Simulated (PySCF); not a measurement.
C₂H₅FSi.
Numbering: `[F:1][C@@H:2]1[CH2:3][SiH2:4]1` (hydrogens: H5 on C2; H6, H7 on C3; H8, H9 on Si4)

Method used: PBE0-D3(BJ)/def2-SVP geometry optimisation, gas phase in PySCF 2.14.0.

List the bond lengths, angles and torsions at this level.

| bond | length (bohr) | order |
| --- | --- | --- |
| F1–C2 | 2.576 | single |
| C2–C3 | 2.871 | single |
| C3–Si4 | 3.538 | single |
| C2–Si4 | 3.547 | single |
| C2–H5 | 2.077 | single |
| C3–H6 | 2.074 | single |
| C3–H7 | 2.070 | single |
| Si4–H8 | 2.800 | single |
| Si4–H9 | 2.805 | single |

Orders are formal, as drawn. A selection of angles:
| angle | degrees |
| --- | --- |
| F1–C2–C3 | 116.4 |
| F1–C2–Si4 | 122.0 |
| F1–C2–H5 | 111.3 |
| C3–C2–Si4 | 65.9 |
| C3–C2–H5 | 115.5 |
| Si4–C2–H5 | 118.6 |
| C2–C3–Si4 | 66.3 |
| C2–C3–H6 | 113.4 |
| C2–C3–H7 | 118.3 |
| Si4–C3–H6 | 113.7 |
| Si4–C3–H7 | 124.4 |
| H6–C3–H7 | 112.9 |
| C3–Si4–H8 | 116.2 |
| C3–Si4–H9 | 120.8 |
| C2–Si4–C3 | 47.8 |
| C2–Si4–H8 | 118.7 |
| C2–Si4–H9 | 119.5 |
| H8–Si4–H9 | 116.4 |

Dihedral angles: F1–C2–C3–Si4 -115° (anticlinal); F1–C2–Si4–C3 107° (anticlinal).

The 3-membered ring C2–C3–Si4 has internal angles of 47.8° to 66.3°. Si4 (SiH2 silicon) has angles from 47.8° to 120.8°.

Point group: C1 (no symmetry element, even within 0.4 Å). No frequency check.
